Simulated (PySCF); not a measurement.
Job file and geometry (Å, from GFN2-xTB) of an NMR shielding run on `InChI=1S/C4H17NSi3/c1-4(2,5-6)3-8-7/h5H,3,8H2,1-2,6-7H3`, PySCF, GIAO PBE0/pcSseg-1 NMR shielding, non-relativistic, gas phase; density fitting, a coarse starting grid and PySCF grid level 2 are the driver's defaults:

```
$ OMP_NUM_THREADS=1 python probes_run.py task.json out

{"job": {"kind": "nmr", "xc": "PBE0", "basis": "pcSseg-1"}, "charge": 0, "multiplicity": 1}
C     -1.196154    -1.806130    -1.117268
C     -0.508723    -0.511163    -0.652978
C     -1.385204     0.679560    -1.027732
C      0.861992    -0.395769    -1.330471
Si     1.916263     1.104589    -0.795467
Si     2.258807     1.286546     1.478752
N     -0.306827    -0.535689     0.787690
Si    -1.493621    -0.237401     1.999111
H     -2.163351    -1.912807    -0.630973
H     -1.344588    -1.794653    -2.194620
H     -0.587100    -2.671931    -0.861846
H     -1.417950     0.791977    -2.108994
H     -2.398610     0.534763    -0.661490
H     -0.988005     1.591019    -0.590935
H      1.427787    -1.308184    -1.120225
H      0.716985    -0.373212    -2.411857
H      3.179039     0.924556    -1.537872
H      1.321101     2.311433    -1.395288
H      2.550846     0.005427     2.133739
H      3.437877     2.128096     1.733271
H      1.155132     1.909060     2.210262
H      0.359253    -1.258379     1.023104
H     -2.719375    -1.051388     1.904509
H     -1.884903     1.171356     1.930683
H     -0.801607    -0.557528     3.246028
```

Q: What does the program print?

A: 
```
coarse grid: 20824 points
cycle   1  E = -1085.0899728838  dE =  3.813e-01  |g| = 5.103e-01  |ddm| = 4.283e+00
cycle   2  E = -1085.0567003377  dE =  3.327e-02  |g| = 6.326e-01  |ddm| = 1.079e+00
cycle   3  E = -1085.1523694731  dE = -9.567e-02  |g| = 9.014e-02  |ddm| = 7.186e-01
cycle   4  E = -1085.1540571819  dE = -1.688e-03  |g| = 3.142e-02  |ddm| = 1.232e-01
cycle   5  E = -1085.1542789967  dE = -2.218e-04  |g| = 5.008e-03  |ddm| = 3.275e-02
cycle   6  E = -1085.1542843369  dE = -5.340e-06  |g| = 2.249e-03  |ddm| = 8.560e-03
final grid: 182928 points
cycle   7  E = -1085.1999754777  dE = -6.254e-05  |g| = 1.026e-02  |ddm| = 4.656e-02
cycle   8  E = -1085.1999532938  dE =  2.218e-05  |g| = 1.375e-02  |ddm| = 2.527e-02
cycle   9  E = -1085.2000025066  dE = -4.921e-05  |g| = 1.136e-03  |ddm| = 1.557e-02
cycle  10  E = -1085.2000027659  dE = -2.593e-07  |g| = 4.039e-04  |ddm| = 1.526e-03
cycle  11  E = -1085.2000028002  dE = -3.424e-08  |g| = 9.316e-05  |ddm| = 4.296e-04
cycle  12  E = -1085.2000028018  dE = -1.666e-09  |g| = 3.620e-05  |ddm| = 1.116e-04
cycle  13  E = -1085.2000028021  dE = -2.792e-10  |g| = 3.166e-06  |ddm| = 3.017e-05
converged SCF energy = -1085.2000028021

GIAO shielding tensors (ppm)
atom      isotropic    diamagn.    paramagn.     s11        s22        s33       span
  0 C      149.217     247.796     -98.579    125.929    136.622    185.100     59.171
  1 C      135.191     240.146    -104.956    118.404    132.960    154.207     35.803
  2 C      157.253     250.882     -93.630    144.884    148.459    178.415     33.531
  3 C      152.686     252.917    -100.230    132.228    139.649    186.183     53.955
  4 Si     435.634     880.751    -445.118    406.672    424.367    475.861     69.189
  5 Si     463.989     880.171    -416.182    456.462    458.259    477.247     20.785
  6 N      208.514     324.892    -116.379    173.176    191.360    261.006     87.830
  7 Si     416.143     881.588    -465.445    375.363    400.733    472.335     96.972
  8 H       29.956      31.564      -1.607     25.904     28.402     35.563      9.659
  9 H       30.453      31.219      -0.766     26.640     27.835     36.883     10.243
 10 H       30.800      31.601      -0.801     27.640     28.484     36.275      8.635
 11 H       30.611      32.539      -1.929     27.070     28.081     36.681      9.611
 12 H       30.408      32.871      -2.463     26.836     28.504     35.883      9.047
 13 H       30.266      33.520      -3.255     26.461     29.633     34.703      8.243
 14 H       30.779      33.925      -3.146     26.604     30.400     35.333      8.729
 15 H       30.427      33.192      -2.764     25.475     29.553     36.254     10.779
 16 H       28.000      29.127      -1.127     24.051     25.669     34.279     10.228
 17 H       27.742      29.827      -2.085     23.822     26.454     32.948      9.126
 18 H       28.334      30.441      -2.108     24.689     27.551     32.761      8.072
 19 H       28.216      28.516      -0.299     24.228     25.265     35.156     10.928
 20 H       28.143      30.342      -2.198     24.133     28.065     32.233      8.099
 21 H       32.087      37.392      -5.305     25.650     30.715     39.895     14.245
 22 H       26.897      30.136      -3.239     22.712     24.974     33.005     10.293
 23 H       27.172      31.038      -3.865     23.569     26.003     31.944      8.375
 24 H       27.363      30.349      -2.986     23.532     25.880     32.676      9.144
```

Q: Turn these shieldings into chemical shifts. Scale: $^{13}$C (σref 186.93) and $^{29}$Si (σref 349.16) and $^{1}$H (σref 31.72) vs TMS; $^{15}$N (σref 267.73) against NH3 (reference shieldings calculated alike).

A: Averaging equivalent atoms: C 1: 51.7; C 3: 34.2; C 0/2: 33.7; Si 7: -67.0; Si 4: -86.5; Si 5: -114.8; N 6: 59.2; H 22/23/24: 4.57; H 16/17: 3.85; H 18/19/20: 3.49; H 8/9/10/11/12/13: 1.30; H 14/15: 1.11; H 21: -0.37 ppm. Experimental scales use liquid or dissolved standards, which lie at an offset from isolated NH3 (liquid NH3: subtract about 20 ppm).

Size and cost of the density-fitted run: 242 basis functions, 110 s wall time on 1 thread of an Arm Neoverse N1, shared host; peak memory 1.1 GiB.
